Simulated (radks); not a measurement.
The numbers below are computed, except where a source is named.
The mean radii <r> (bohr) of the occupied orbitals of an atom or ion are listed with their occupations. Code: a radial shooting solver on a logarithmic mesh with Libxc functionals. Model: Dirac Kohn-Sham, exchange-only PBE, spin-unpolarised, spherical densities, finite nucleus; Fermi nuclear charge, rms radius of each element as measured or else 0.836 A^(1/3) + 0.57 fm.

orbital  occ.      <r>
1s1/2       2  0.05619
2s1/2       2   0.2552
2p1/2       2   0.2228
2p3/2       4   0.2259
3s1/2       2   0.7407
3p1/2       2   0.7567
3p3/2       4   0.7641
3d3/2       3   0.7893

Name the element and its charge. Open shells, if any, fill j = l - 1/2 first.

Answer. Z = 27, cobalt, charge +6: Co6+ in [Ar] 3d3. The 1s radius gives Z: for a bare nucleus <r> = (2 gamma + 1)/(2Z) with gamma = sqrt(1 - (Z/c)^2), 0.05483 bohr for Z = 27, and screening makes it slightly larger (0.05619 here). The occupations add up to 21, and the charge is Z minus that.
